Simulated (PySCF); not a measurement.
B2PLYP on P⁻ (phosphorus, charge -1), [Ne] 3s2 3p4, high-spin 3P determinant. Calculation: PySCF 2.14, in dyall-av3z; no relativity, point nucleus.

```
cycle= 1 E= -341.141851672352  delta_E= -0.00557  |g|= 0.0193  |ddm|= 0.0732
cycle= 2 E= -341.142320471125  delta_E= -0.000469  |g|= 0.00987  |ddm|= 0.0322
cycle= 3 E= -341.142474841253  delta_E= -0.000154  |g|= 0.00564  |ddm|= 0.0213
cycle= 4 E= -341.142577307009  delta_E= -0.000102  |g|= 0.00224  |ddm|= 0.02
cycle= 5 E= -341.142617569306  delta_E= -4.03e-05  |g|= 0.000592  |ddm|= 0.0197
cycle= 6 E= -341.14262017574  delta_E= -2.61e-06  |g|= 0.000158  |ddm|= 0.00541
cycle= 7 E= -341.142620265175  delta_E= -8.94e-08  |g|= 1.25e-05  |ddm|= 0.0011
cycle= 8 E= -341.142620265705  delta_E= -5.3e-10  |g|= 2.53e-06  |ddm|= 8.31e-05
converged SCF energy = -341.142620265705  <S^2> = 2.0150819  2S+1 = 3.0100378
```

Highest occupied orbital energy: 0.376 eV; ⟨L²⟩ = 2.05; populations by l: s 6.00, p 10.00, d 0.00, f 0.00.

**Question.** Can this result be used?

**Answer.** With care. Self-consistency was reached. The log shows the SCF part alone; with the PT2 term the energy is -341.1817 hartree. At B2PLYP the highest occupied level has a positive energy, so only the finite basis holds that electron; in a semilocal or global hybrid functional this comes from self-interaction and does not mean that the real anion is unbound.
